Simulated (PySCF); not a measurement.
PBE against PBE0 for molecules with a metal or metalloid centre: HOMO–LUMO gap of the Kohn–Sham levels.

Values in eV, from PySCF. Where two bases are given, the first is that of PBE. PBE0 is a level with its own limits.

| system | basis | PBE | PBE0 | PBE − PBE0 |
|---|---|---|---|---|
| C[Si](C)(O)/C=[CH]/[Al]([OH])[OH] singlet | def2-SVP | 4.26 | 6.47 | -2.21 |
| Bi(Et)2(OH) singlet | def2-SVP | 4.30 | 6.29 | -2.00 |
| Al2(mu-Me)2(OH)4 singlet | def2-SVP | 6.34 | 8.66 | -2.31 |
| Bi(NMe2)(SiH3)2 singlet | def2-SVP | 2.84 | 4.88 | -2.04 |
| Si(H)(I)(OH)2 singlet | def2-TZVP | 5.59 | 7.66 | -2.07 |
| Zn(tBu)(OSiH3) singlet | def2-SVP | 3.59 | 5.36 | -1.77 |
| Sn(Et)(OH)2(OMe) singlet | def2-SVP | 3.93 | 6.53 | -2.59 |
| Si(F)(Br)(OH)(NH2) singlet | def2-TZVP | 5.98 | 8.32 | -2.34 |
| Si(F)2(H)(nBu) singlet | def2-SVP | 7.47 | 9.82 | -2.36 |
| In(H)(Me)(NH2) singlet | def2-TZVP | 4.01 | 5.99 | -1.98 |
| Sn(H)(Br)3 singlet | def2-TZVP | 3.78 | 5.90 | -2.12 |
| C[Si](O)(O)/C=C/[Si](C)(O)O singlet | def2-SVP | 4.44 | 6.77 | -2.33 |
| Si(Cl)(Br)(OH)2 singlet | def2-TZVP | 6.29 | 8.62 | -2.33 |
| Ge(I)3(Me) singlet | def2-TZVP | 3.14 | 5.02 | -1.88 |
| C[Si](C)(C)[CH2][Al]([OH])[OH] singlet | def2-SVP | 5.60 | 7.74 | -2.14 |
| Al(Cl)(OH)2(OH2) singlet | def2-TZVP | 5.58 | 8.10 | -2.52 |
| In(H)3(py) singlet | def2-TZVP | 3.00 | 5.08 | -2.08 |
| B(F)(Br)2 singlet | def2-TZVP | 5.04 | 7.28 | -2.24 |
| Ge(H)(SiH3) singlet | def2-TZVP | 1.54 | 3.34 | -1.80 |
| B(CCH)(F)2 singlet | def2-TZVP | 5.09 | 7.33 | -2.24 |
| Ge(I)3(OH) singlet | def2-TZVP | 2.96 | 4.85 | -1.88 |
| [CH3][Ge]([CH3])([CH3])[CH2][SiH](F)F singlet | def2-SVP | 7.04 | 9.21 | -2.18 |
| Al(H)2(Me)(py) singlet | def2-SVP | 2.83 | 4.94 | -2.11 |
| Al(H)2(OH)(py) singlet | def2-TZVP | 2.54 | 4.72 | -2.18 |

The mean difference from PBE0 is -2.15 eV (median -2.16) and the mean absolute one 2.15 eV (median 2.16); PBE lies above in 0 and below in 24 of 24 cases. It is closest for Zn(tBu)(OSiH3) singlet (-1.77), Ge(H)(SiH3) singlet (-1.80), Ge(I)3(Me) singlet (-1.88) and furthest off for Sn(Et)(OH)2(OMe) singlet (-2.59), Al(Cl)(OH)2(OH2) singlet (-2.52), Si(F)2(H)(nBu) singlet (-2.36).
